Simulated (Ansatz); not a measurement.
Frontier orbitals of C3H11HfN, SMILES `[CH3][Hf]([CH3])([CH3])[NH2]`.

Total charge 0; spin multiplicity 1. Correlated methods include outer-core shells of Hf, which these sets cover unevenly. Hf: def2 effective core potential. The structure was optimised at the PBE0-D4/def2-TZVP level. It is one conformer, not always the lowest. Basis def2-TZVPP, Ansatz.

```
             functional  HOMO (eV)  LUMO (eV)
HSE06 (plane-wave form)      -6.66      -0.74
```

Give HOMO and LUMO (eV) with LDA (SPW92), PBE, revPBE, BLYP, r2SCAN, B97M-V, PBE0, B3LYP, r2SCANh, r2SCAN0, BHLYP, CAM-B3LYP, LC-ωPBE, ωB97X-V, ωB97M-V. (An estimate is asked.)

Computed: 
```tsv
functional	HOMO	LUMO
LDA (SPW92)	-5.87	-1.61
PBE	-5.75	-1.35
revPBE	-5.69	-1.25
BLYP	-5.63	-1.25
r2SCAN	-6.02	-1.04
B97M-V	-6.11	-1.07
PBE0	-7.07	-0.36
B3LYP	-6.84	-0.63
r2SCANh	-6.51	-0.70
r2SCAN0	-7.26	-0.18
BHLYP	-8.30	0.53
CAM-B3LYP	-8.49	0.70
LC-ωPBE	-9.90	1.80
ωB97X-V	-9.53	1.59
ωB97M-V	-9.41	1.08
```

B3LYP here is the variant with VWN-RPA as its local correlation; programs differ in this. LC-ωPBE has ω = 0.4 bohr⁻¹. Positive LUMOs are unbound and depend on the basis.
